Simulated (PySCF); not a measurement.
C₃H₄O₃, SMILES O1C(=O)OCC1 (connectivity only; charge and spin as stated), charge -1, multiplicity 2.

Coordinates come from a B3LYP-D3(BJ)/def2-SVPD optimisation. The spin state was assumed, not searched. Other conformers were not sampled.

Computed with PBE/def2-SVPD in PySCF.

 A positive occupied level means that this level leaves the electron formally unbound; only the finite basis holds it.

Task: Estimate the frontier levels, dipole moment and polarisability. (Estimate from the structure and the level; the computed values follow.)

Result: 
```yaml
"α spin, highest occupied and lowest empty level": 2.49 and 3.64 eV
"β spin, highest occupied and lowest empty level": -0.85 and 3.53 eV
dipole_moment_about_the_centre_of_nuclear_charge: 5.94 D
mean_static_polarisability: 78.5 bohr³ (11.64 Å³)
polarisability_principal_values: 70.1, 73.4, 92.0 bohr³
"⟨S²⟩": 0.752 (pure state 0.75)
```
